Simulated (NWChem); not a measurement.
**Correlation energy of germanium monotelluride (GeTe)**

```xyz
2

Ge     0.0000     0.0000     1.4649
Te     0.0000     0.0000    -0.9015
```
Charge 0, spin multiplicity 1.

All runs are NWChem calculations. The geometry was optimised at B3LYP/def2-SVP with def2 effective core potentials on Te, a minimum by its harmonic frequencies.

Basis set: def2-SVP. Each correlation energy counts from its own Hartree-Fock reference.

Effective core potentials replace the inner electrons of Te; spin-orbit coupling is left out. The correlated methods keep 13 core orbitals frozen. No row is a measurement; the coupled-cluster row has its own basis-set and correlation limits.

**Question.** For the correlation energy, CCSD(T) gives -343.3 mHa and CR-CCSD[T] gives -341.2 mHa. What do MP2, CCSD, SCS-MP2 give?

**Answer.** MP2: -323.8 mHa; CCSD: -327.4 mHa; SCS-MP2: -299.6 mHa.
